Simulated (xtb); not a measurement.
Input file for xtb: GFN1-xTB on S4 (SMILES S=S(=S)=S).

```
$ xtb mol.xyz --gfn 1 --sp --chrg 0 --uhf 0
4

S     -0.00000791     0.00000000    -0.00000000
S      1.91226118    -0.00000000     0.00000000
S     -0.95612664     1.65608325     0.00000000
S     -0.95612664    -1.65608325     0.00000000
```

The log:

```
[...]
           -------------------------------------------------
          |                Calculation Setup                |
           -------------------------------------------------



           -------------------------------------------------
          |                 G F N 1 - x T B                 |
           -------------------------------------------------

        Reference                      10.1021/acs.jctc.7b00118
      * Hamiltonian:
        H0-scaling (s, p, d)           1.850000    2.250000    2.000000
        zeta-weighting                 0.000000
      * Dispersion:
        s8                             2.400000
        a1                             0.630000
        a2                             5.000000
        s9                             0.000000
      * Repulsion:
        kExp                           1.500000
        rExp                           1.000000
      * Coulomb:
        alpha                          2.000000
        third order                    atomic
        anisotropic                    false
      * Halogen bond correction:
        rad-scale                      1.300000
        damping                        0.440000


          ...................................................
          :                      SETUP                      :
          :.................................................:
          :  # basis functions                  40          :
          :  # atomic orbitals                  36          :
          :  # shells                           12          :
          :  # electrons                        24          :
          :  # halogen bonds                     0          :
          :  max. iterations                   250          :
          :  Hamiltonian                  GFN1-xTB          :
          :  restarted?                      false          :
          :  GBSA solvation                  false          :
          :  PC potential                    false          :
          :  electronic temp.          300.0000000     K    :
          :  accuracy                    1.0000000          :
          :  -> integral cutoff          0.2500000E+02      :
          :  -> integral neglect         0.1000000E-07      :
          :  -> SCF convergence          0.1000000E-05 Eh   :
          :  -> wf. convergence          0.2000000E-04 e    :
          :  Broyden damping             0.4000000          :
          :  net charge                          0          :
          :  unpaired electrons                  0          :
          ...................................................

 iter      E             dE          RMSdq      gap      omega  full diag
   1    -14.7378208 -0.147378E+02  0.374E+00    1.94       0.0  T
   2    -14.7340502  0.377060E-02  0.187E+00    1.78       1.0  T
   3    -14.6917909  0.422592E-01  0.283E+00    2.15       1.0  T
   4    -14.7406405 -0.488495E-01  0.693E-02    1.87       1.0  T
   5    -14.7406411 -0.643859E-06  0.106E-02    1.87       4.7  T
   6    -14.7406413 -0.139614E-06  0.155E-03    1.87      32.3  T
   7    -14.7406413 -0.172052E-08  0.388E-04    1.87     128.8  T
   8    -14.7406413 -0.956186E-09  0.113E-05    1.87    4441.2  T
   9    -14.7406413  0.103739E-11  0.124E-05    1.87    4033.6  T

   *** convergence criteria satisfied after 9 iterations ***

         #    Occupation            Energy/Eh            Energy/eV
      -------------------------------------------------------------
         1        2.0000           -0.9843622             -26.7859
       ...           ...                  ...                  ...
         6        2.0000           -0.5778072             -15.7229
         7        2.0000           -0.5574485             -15.1689
         8        2.0000           -0.4428066             -12.0494
         9        2.0000           -0.4428060             -12.0494
        10        2.0000           -0.4409226             -11.9981
        11        2.0000           -0.4409220             -11.9981
        12        2.0000           -0.4263363             -11.6012 (HOMO)
        13                         -0.3576180              -9.7313 (LUMO)
        14                         -0.3414443              -9.2912
        15                         -0.2161605              -5.8820
        16                         -0.2161575              -5.8819
        17                         -0.1093833              -2.9765
       ...                                ...                  ...
        36                          0.5651271              15.3779
      -------------------------------------------------------------
                  HL-Gap            0.0687183 Eh            1.8699 eV
             Fermi-level           -0.3919771 Eh          -10.6662 eV

 SCC (total)                   0 d,  0 h,  0 min,  0.013 sec
 SCC setup                      ...        0 min,  0.000 sec (  1.137%)
 Dispersion                     ...        0 min,  0.000 sec (  0.448%)
 classical contributions        ...        0 min,  0.000 sec (  0.221%)
 integral evaluation            ...        0 min,  0.004 sec ( 27.432%)
 iterations                     ...        0 min,  0.004 sec ( 27.880%)
 molecular gradient             ...        0 min,  0.005 sec ( 40.529%)
 printout                       ...        0 min,  0.000 sec (  2.217%)

         :::::::::::::::::::::::::::::::::::::::::::::::::::::
         ::                     SUMMARY                     ::
         :::::::::::::::::::::::::::::::::::::::::::::::::::::
         :: total energy             -14.693659887581 Eh    ::
         :: gradient norm              0.006779286850 Eh/a0 ::
         :: HOMO-LUMO gap              1.869919457312 eV    ::
         ::.................................................::
         :: SCC energy               -14.740641280856 Eh    ::
         :: -> electrostatic           0.007067550341 Eh    ::
         :: repulsion energy           0.049513097404 Eh    ::
         :: dispersion energy         -0.002531704129 Eh    ::
         :: halogen bond corr.         0.000000000000 Eh    ::
         :: add. restraining           0.000000000000 Eh    ::
         :: total charge              -0.000000000000 e     ::
         :::::::::::::::::::::::::::::::::::::::::::::::::::::

           -------------------------------------------------
          |                Property Printout                |
           -------------------------------------------------

    * Orbital Energies and Occupations

         #    Occupation            Energy/Eh            Energy/eV
      -------------------------------------------------------------
         1        2.0000           -0.9843622             -26.7859
         2        2.0000           -0.8844251             -24.0664
         3        2.0000           -0.8844244             -24.0664
         4        2.0000           -0.8459504             -23.0195
         5        2.0000           -0.5778076             -15.7229
         6        2.0000           -0.5778072             -15.7229
         7        2.0000           -0.5574485             -15.1689
         8        2.0000           -0.4428066             -12.0494
         9        2.0000           -0.4428060             -12.0494
        10        2.0000           -0.4409226             -11.9981
        11        2.0000           -0.4409220             -11.9981
        12        2.0000           -0.4263363             -11.6012 (HOMO)
        13                         -0.3576180              -9.7313 (LUMO)
        14                         -0.3414443              -9.2912
        15                         -0.2161605              -5.8820
        16                         -0.2161575              -5.8819
        17                         -0.1093833              -2.9765
        18                         -0.1093829              -2.9765
Note: The following floating-point exceptions are signalling: IEEE_DENORMAL
normal termination of xtb
        19                         -0.0810351              -2.2051
        20                         -0.0758437              -2.0638
        21                         -0.0758431              -2.0638
        22                         -0.0534842              -1.4554
        23                         -0.0534840              -1.4554
       ...                                ...                  ...
        36                          0.5651271              15.3779
      -------------------------------------------------------------
                  HL-Gap            0.0687183 Eh            1.8699 eV
             Fermi-level           -0.3919771 Eh          -10.6662 eV

  Mulliken/CM5 charges         n(s)   n(p)   n(d)
     1S     0.24857  0.24857   1.878  3.414  0.459
     2S    -0.08286 -0.08286   1.943  4.136  0.003
     3S    -0.08286 -0.08286   1.943  4.136  0.003
     4S    -0.08286 -0.08286   1.943  4.136  0.003

Wiberg/Mayer (AO) data.
largest (>0.10) Wiberg bond orders for each atom

 ---------------------------------------------------------------------------
     #   Z sym  total        # sym  WBO       # sym  WBO       # sym  WBO
 ---------------------------------------------------------------------------
     1  16 S    3.997 --     2 S    1.332     4 S    1.332     3 S    1.332
     2  16 S    2.032 --     1 S    1.332     4 S    0.350     3 S    0.350
     3  16 S    2.032 --     1 S    1.332     4 S    0.350     2 S    0.350
     4  16 S    2.032 --     1 S    1.332     3 S    0.350     2 S    0.350
 ---------------------------------------------------------------------------

Topologies differ in total number of bonds
Writing topology from bond orders to xtbtopo.mol

 dipole moment from electron density (au)
     X       Y       Z
  -0.0000  -0.0000   0.0000  total (Debye):    0.000


           -------------------------------------------------
          | TOTAL ENERGY              -14.693659887581 Eh   |
          | GRADIENT NORM               0.006779286850 Eh/α |
          | HOMO-LUMO GAP               1.869919457312 eV   |
           -------------------------------------------------

------------------------------------------------------------------------
------------------------------------------------------------------------
 total:
 SCF:
```

The run finished.

Cost: roughly 0.06 core-seconds.
